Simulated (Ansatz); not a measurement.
One geometry of SnTe₂⁻, several levels of theory.

```yaml
crystal:
  periodic: [false, false, false]
  atoms:
    - {symbol: Sn, position_ang: [0.463655, -0.408904, -0.469416]}
    - {symbol: Te, position_ang: [0.700968, -0.945690, 2.157922]}
    - {symbol: Te, position_ang: [-1.164623, 1.354585, -1.688495]}
basis:
  gaussian: {orbitals: def2-SVPD, initial_orbitals: start.molden}
total_charge: -1
magnetization: {spin_polarized: true, initial_magnetization: 1}
hamiltonian: {xc: pbe, dispersion: d4}
scf: {omitted_lower_state_checks: [starts]}
output: {orbitals: {seedname: orbitals}}
```

The file start.molden holds the orbitals of an earlier run on this structure, at another level or in another basis.

```sh
$ ansatz run in.yaml --threads 4 --pin off --events-out ev --progress --plain --max-ram 3916MiB
```

It prints (some lines left out):

```
Functional definition: PBE
1113 factors; their error is unknown
mean field evaluation 1: about -20421.6981 eV, gradient 2.3e1 eV
mean field evaluation 2: about -20421.8965 eV, gradient 5.2e-1 eV
mean field evaluation 4: about -20421.8965 eV, gradient 3.5e-2 eV
mean field evaluation 8: about -20421.8965 eV, gradient 2.0e-5 eV
mean field -20421.89654881 eV, -750.4908557100 hartree, gradient 2.0e-5 eV, S^2 0.752761; 0 other end points of the search recorded, 0 dependent functions left out
reference -20421.89659087 eV, -750.4908572559 hartree; 36, 35 occupied and 66, 67 virtual orbitals, 1113 factors
Total energy: -20422.04825236 eV, -750.4964307128 hartree
Checks for a lower state left out: starts
```

Run time 1.8 s (4 threads of Arm Neoverse V2 on a shared host).

The first input with `gaussian: {orbitals: def2-TZVPD, initial_orbitals: start.molden}`, `correlation: {method: mp2}` and without the key `hamiltonian` (abridged; 4.8 s):

```
Functional definition: HF
mean field -20340.84595305 eV, -747.5123012541 hartree, gradient 6.8e-6 eV, S^2 0.813312
12 core orbitals not correlated: weight in the atoms' cores, before any rotation towards them, 1.000 or more for the frozen orbitals, at most 0.000 for the correlated occupied ones
second order -33.26013577 eV of doubles, -0.00000000 eV of singles
Total energy: -20374.10608883 eV, -748.7345886992 hartree
Checks for a lower state left out: starts
```

The first input with `gaussian: {orbitals: def2-TZVPD, initial_orbitals: start.molden}`, `hamiltonian: {xc: r2scan, dispersion: d4}` (abridged; 6 s):

```
Functional definition: r2SCAN
mean field -20430.73670214 eV, -750.8157253528 hartree, gradient 2.3e-5 eV, S^2 0.761978
Total energy: -20430.76544825 eV, -750.8167817529 hartree
Checks for a lower state left out: starts
```

As the first input, with `gaussian: {orbitals: def2-TZVPD, initial_orbitals: start.molden}`, `hamiltonian: {xc: {name: B2PLYP}}` and without the key `output` (abridged; 6.5 s):

```
Functional definition: B2PLYP
mean field -20396.90620595 eV, -749.5724775492 hartree, gradient 7.7e-6 eV, S^2 0.774204
12 core orbitals not correlated: weight in the atoms' cores, before any rotation towards them, 1.000 or more for the frozen orbitals, at most 0.000 for the correlated occupied ones
second order -39.40878306 eV of doubles, -0.00000000 eV of singles
Total energy: -20407.54671918 eV, -749.9635091978 hartree
Checks for a lower state left out: starts
```

Geometry: PBE-D4/def2-SVPD.

In the def2 sets Sn, Te take a core potential; there is no spin–orbit coupling. Correlated methods freeze 12 core orbitals; core or outer-core shells of Sn, Te are correlated, in sets that lack core-valence functions. The structure comes from a short search, and lower isomers may exist.
